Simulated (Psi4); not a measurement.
C$_{4}$H$_{4}$Br$_{2}$ (SMILES C=C=C(Br)CBr), singlet, at a GFN2-xTB geometry; PBE/def2-SVPD (Psi4).

Psi4 was given this input:
```
memory 2 GB

molecule {
0 1
C     2.69488856    0.15085399   -1.89673483
C     1.53828978   -0.03651989   -1.35101364
C     0.38140922   -0.25518792   -0.80306453
Br    0.10075872   -1.89199798    0.19560007
C    -0.77500030    0.67367713   -0.82680804
Br   -0.87308100    1.74314039    0.83477452
H     2.90501048   -0.16495971   -2.90632153
H     3.49391804    0.64453608   -1.36656880
H    -1.72219205    0.13983042   -0.88556510
H    -0.68297994    1.39366945   -1.63892907
}

set {
  basis def2-svpd
}

energy('pbe')
print_variables()
```

The log (banner, timings and long lists left out):

```
   => Loading Basis Set <=

    Name: DEF2-SVPD
    Role: ORBITAL
    Keyword: BASIS

         ---------------------------------------------------------
                                   SCF
               by Justin Turney, Rob Parrish, Andy Simmonett
                          and Daniel G. A. Smith
                              RKS Reference
         ---------------------------------------------------------

  ==> Geometry <==

    Molecular point group: c1
    Full point group: C1

    Geometry (in Angstrom), charge = 0, multiplicity = 1:

       Center              X                  Y                   Z               Mass
    ------------   -----------------  -----------------  -----------------  -----------------
         C            2.746589328011     0.166696736804    -1.972656003730    12.000000000000
         C            1.589990548011    -0.020677143196    -1.426934813730    12.000000000000
         C            0.433109988011    -0.239345173196    -0.878985703730    12.000000000000
         BR           0.152459488011    -1.876155233196     0.119678896270    78.918337600000
         C           -0.723299531989     0.689519876804    -0.902729213730    12.000000000000
         BR          -0.821380231989     1.758983136804     0.758853346270    78.918337600000
         H            2.956711248011    -0.149116963196    -2.982242703730     1.007825032230
         H            3.545618808011     0.660378826804    -1.442489973730     1.007825032230
         H           -1.670491281989     0.155673166804    -0.961486273730     1.007825032230
         H           -0.631279171989     1.409512196804    -1.714850243730     1.007825032230

  Running in c1 symmetry.

  Rotational constants: A =      0.06120  B =      0.02617  C =      0.01950 [cm^-1]
  Rotational constants: A =   1834.65671  B =    784.48750  C =    584.63054 [MHz]
  Nuclear repulsion =  611.135939720206579

  Charge       = 0
  Multiplicity = 1
  Electrons    = 98
  Nalpha       = 49
  Nbeta        = 49

  ==> Algorithm <==

  SCF Algorithm Type is DF.
  DIIS enabled.
  MOM disabled.
  Fractional occupation disabled.
  Guess Type is SAD.
  Energy threshold   = 1.00e-06
  Density threshold  = 1.00e-06
  Integral threshold = 1.00e-12

  ==> Primary Basis <==

  Basis Set: DEF2-SVPD
    Blend: DEF2-SVPD
    Number of shells: 78
    Number of basis functions: 194
    Number of Cartesian functions: 210
    Spherical Harmonics?: true
    Max angular momentum: 2

  ==> DFT Potential <==

[...]
   @DF-RKS iter   7: -5301.38332440272370   -1.07711e-03   5.52010e-05 DIIS
   @DF-RKS iter   8: -5301.38337435562516   -4.99529e-05   2.78721e-05 DIIS
   @DF-RKS iter   9: -5301.38338932228180   -1.49667e-05   5.38857e-06 DIIS
   @DF-RKS iter  10: -5301.38338994855167   -6.26270e-07   1.40609e-06 DIIS
   @DF-RKS iter  11: -5301.38338998465861   -3.61069e-08   5.13221e-07 DIIS
  Energy and wave function converged.

  ==> Post-Iterations <==

   Electrons on quadrature grid:
      Ntotal   =   98.0000035390 ; deviation = 3.539e-06

    Orbital Energies [Eh]
    ---------------------

    Doubly Occupied:

[...]
      49A     -0.231814

    Virtual:

[...]
     194A      3.831102

    Final Occupation by Irrep:
              A
    DOCC [    49 ]
    NA   [    49 ]
    NB   [    49 ]

  @DF-RKS Final Energy: -5301.38338998465861

   => Energetics <=

    Nuclear Repulsion Energy =            611.1359397202065793
    One-Electron Energy =               -8588.4583417255598761
    Two-Electron Energy =                2880.6704692819662341
    DFT Exchange-Correlation Energy =    -204.7314572612714585
    Empirical Dispersion Energy =           0.0000000000000000
    VV10 Nonlocal Energy =                  0.0000000000000000
    Total Energy =                      -5301.3833899846586064

Computation Completed

Properties will be evaluated at   0.000000,   0.000000,   0.000000 [a0]

Properties computed using the SCF density matrix

 Multipole Moments:

 ------------------------------------------------------------------------------------
     Multipole            Electronic (a.u.)      Nuclear  (a.u.)        Total (a.u.)
 ------------------------------------------------------------------------------------

 L = 1.  Multiply by 2.5417464519 to convert [e a0] to [Debye]
 Dipole X            :         -9.1435335            9.5746292            0.4310957
 Dipole Y            :         -2.8473798            2.9339692            0.0865894
 Dipole Z            :         13.1364833          -14.0600823           -0.9235989
 Magnitude           :                                                    1.0229253

 ------------------------------------------------------------------------------------

  Variable Map:
  ----------------------------------------------------------------------------
[...]
  Array Variable Map:
  ----------------------------------------------------------------------------
[...]
[...]
```
